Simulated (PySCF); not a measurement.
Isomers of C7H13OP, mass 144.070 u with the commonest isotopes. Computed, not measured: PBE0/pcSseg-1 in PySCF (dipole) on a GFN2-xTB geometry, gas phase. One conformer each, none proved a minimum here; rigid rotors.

Problem. Order these by rotational constant B, largest first.
A. `[CH3:1][O:2][C:3]1=[C:4]([CH3:5])[P:6]1[CH:7]([CH3:8])[CH3:9]` with C1–O2–C3–C4 170°, C4–P6–C7–C8 142°
B. `[CH2:1]=[CH:2][P@:3](=[O:4])([CH2:5][CH3:6])[C:7](=[CH2:8])[CH3:9]` with C1–C2–P3–O4 0°, C2–P3–C5–C6 -177°, C2–P3–C7–C8 58°
C. `[CH3:1][CH2:2][P@@H:3](=[O:4])[C:5]1=[CH:6][CH2:7][CH2:8][CH2:9]1` with C1–C2–P3–O4 56°, C2–P3–C5–C6 89°, C5–C6–C7–C8 11°, C6–C7–C8–C9 -18°, C7–C8–C9–C5 18°, P3–C5–C9–C8 170°
D. `[CH3:1][CH:2]([CH3:3])[C:4]1=[CH:5][CH2:6][P@@H:7](=[O:8])[CH2:9]1` with C1–C2–C4–C5 12°, C4–C5–C6–P7 19°, C5–C6–P7–O8 -152°, C6–P7–C9–C4 26°, C2–C4–C9–P7 161°
E. `[CH3:1][C@@H:2]1[CH2:3][CH2:4][P@@:5]1(=[O:6])[CH:7]1[CH2:8][CH2:9]1` with C4–P5–C7–C8 -105°, C1–C2–C3–C4 -137°, C2–C3–C4–P5 19°, C3–C4–P5–O6 100°, P5–C7–C8–C9 -106°

Solution. B (1254 MHz), A (1082 MHz), E (1024 MHz), D (772.2 MHz), C (748.3 MHz).

Problem. Order these by out-of-plane moment Σ m c² = (Ia + Ib − Ic)/2, largest first.
A. `[CH3:1][O:2][C:3]1=[C:4]([CH3:5])[P:6]1[CH:7]([CH3:8])[CH3:9]` with C1–O2–C3–C4 170°, C4–P6–C7–C8 142°
B. `[CH3:1][CH:2]([CH3:3])[C:4]1=[CH:5][CH2:6][P@@H:7](=[O:8])[CH2:9]1` with C1–C2–C4–C5 12°, C4–C5–C6–P7 19°, C5–C6–P7–O8 -152°, C6–P7–C9–C4 26°, C2–C4–C9–P7 161°
C. `[CH2:1]=[CH:2][P@:3](=[O:4])([CH2:5][CH3:6])[C:7](=[CH2:8])[CH3:9]` with C1–C2–P3–O4 0°, C2–P3–C5–C6 -177°, C2–P3–C7–C8 58°
D. `[CH3:1][C@@H:2]1[CH2:3][CH2:4][P@@:5]1(=[O:6])[CH:7]1[CH2:8][CH2:9]1` with C4–P5–C7–C8 -105°, C1–C2–C3–C4 -137°, C2–C3–C4–P5 19°, C3–C4–P5–O6 100°, P5–C7–C8–C9 -106°
E. `[CH3:1][CH2:2][P@@H:3](=[O:4])[C:5]1=[CH:6][CH2:7][CH2:8][CH2:9]1` with C1–C2–P3–O4 56°, C2–P3–C5–C6 89°, C5–C6–C7–C8 11°, C6–C7–C8–C9 -18°, C7–C8–C9–C5 18°, P3–C5–C9–C8 170°

Solution. C (115.75 u·Å²), D (75.28 u·Å²), E (61.22 u·Å²), A (44.64 u·Å²), B (34.40 u·Å²).

Problem. Order these by radius of gyration √(Σ m r²/M), smallest first.
A. `[CH3:1][O:2][C:3]1=[C:4]([CH3:5])[P:6]1[CH:7]([CH3:8])[CH3:9]` with C1–O2–C3–C4 170°, C4–P6–C7–C8 142°
B. `[CH2:1]=[CH:2][P@:3](=[O:4])([CH2:5][CH3:6])[C:7](=[CH2:8])[CH3:9]` with C1–C2–P3–O4 0°, C2–P3–C5–C6 -177°, C2–P3–C7–C8 58°
C. `[CH3:1][CH:2]([CH3:3])[C:4]1=[CH:5][CH2:6][P@@H:7](=[O:8])[CH2:9]1` with C1–C2–C4–C5 12°, C4–C5–C6–P7 19°, C5–C6–P7–O8 -152°, C6–P7–C9–C4 26°, C2–C4–C9–P7 161°

Solution. B (2.081 Å), A (2.264 Å), C (2.323 Å).

```tsv
SMILES	point group	Ia (u·Å²)	Ib (u·Å²)	Ic (u·Å²)	κ	μa (D)	μb (D)	μc (D)
C=C[P@](=O)(CC)C(=C)C	C1	336.57	403.04	508.10	0.02	0.64	0.62	3.24
CC(C)C1=CC[P@@H](=O)C1	C1	157.08	654.48	742.75	-0.93	4.13	1.29	0.73
C[C@@H]1CC[P@@]1(=O)C1CC1	C1	207.13	493.46	550.03	-0.86	0.17	0.87	3.57
CC[P@@H](=O)C1=CCCC1	C1	166.71	675.36	719.63	-0.96	1.91	3.64	0.46
COC1=C(C)P1C(C)C	C1	316.19	467.04	693.94	-0.19	0.34	0.71	0.75
```
